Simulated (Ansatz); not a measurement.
A nudged elastic band was laid between two geometries of H2 + H6O3Si2 (13 atoms, charge 0, multiplicity 1).

Theory: RKS CAM-B3LYP/def2-SVP in Ansatz 0.2.0.

| Item | Value |
| --- | --- |
| movable images | 7 |
| climbing image | yes |
| spring | 5.0 eV/Å² |
| optimiser | quadratic models (default) |
| start path | through a guess of the saddle point |
| force threshold | 0.03 eV/Å |
| iteration limit | 60 |
| end points | relaxed |

First end point:

```xyz
13
Properties=species:S:1:pos:R:3
Si -0.434 0.297 -0.697
Si 0.382 -1.704 0.178
O -2.077 0.329 -0.861
O 0.130 0.587 -2.231
O 0.015 1.466 0.387
H 1.163 1.111 3.327
H 0.899 1.189 2.614
H -0.021 -2.839 -0.702
H -0.143 -1.950 1.549
H 1.873 -1.673 0.229
H -2.419 0.269 -1.760
H 1.081 0.605 -2.380
H -0.448 2.311 0.346
```

Last end point:

```xyz
13
Properties=species:S:1:pos:R:3
Si -0.462 1.723 -0.036
Si 0.795 -2.311 0.442
O -1.722 0.808 0.490
O 0.690 0.618 -0.504
O -0.974 2.696 -1.258
H 1.440 -1.478 1.489
H 0.093 2.640 0.977
H 1.521 -2.208 -0.849
H -0.628 -1.906 0.271
H 0.809 -3.732 0.891
H -1.535 -0.109 0.723
H 1.564 0.943 -0.744
H -1.591 2.316 -1.893
```

(1) Which bonds break or form, and what moves?

(2) Give the energies along the band, and the barrier.

(3) What is the geometry of the highest image?

The band took 55 iterations and of the order of 80 core-minutes.

Results:

(1) Bonds broken: Si1–Si2, H6–H7. Bonds formed: Si1–H7, Si2–H6. H2 + H6O3Si2 becomes H4O3Si + H4Si.

(2) It converged. The highest image is number 4 of 0 to 8, 280.7 kJ/mol above the first end and 332.3 kJ/mol above the last; the last end lies 51.6 kJ/mol below the first. Neighbouring images differ by up to 3.1 eV, so the band resolves the path poorly. A vibrational analysis at the climbing image gives one clearly imaginary mode, 1144i cm⁻¹: a first-order saddle point. The orbitals stay closed-shell, which can raise the energy where a bond breaks towards radicals; this wasn't checked here.

```csv
image,path coordinate (Å),energy (kJ/mol),Si1–Si2 (Å),H6–H7 (Å),Si1–H7 (Å)
0,0.00,0.0,2.33,0.76,3.68
1,1.79,4.9,2.34,0.76,3.51
2,3.57,11.9,2.34,0.76,3.21
3,5.36,68.3,2.40,0.76,2.64
4,7.15,280.7,2.82,0.94,1.73
5,8.77,-16.0,3.60,2.00,1.48
6,10.39,-39.8,3.87,2.42,1.47
7,12.01,-50.9,4.12,3.63,1.47
8,13.63,-51.6,4.25,4.36,1.47
```

(3) 
```xyz
13
Properties=species:S:1:pos:R:3
Si -0.300 0.945 -0.202
Si 0.397 -1.702 0.474
O -1.841 0.486 0.090
O 0.620 0.694 -1.540
O -0.465 2.585 -0.230
H 0.584 0.288 1.074
H 0.608 1.211 1.250
H 1.007 -2.245 -0.791
H -0.907 -2.440 0.622
H 1.272 -2.204 1.583
H -2.003 -0.453 0.228
H 0.884 -0.211 -1.743
H 0.145 3.046 -0.815
```

Run time: 20 min on 4 threads of Arm Neoverse N1, on a shared host, peak memory 0.38 GiB.
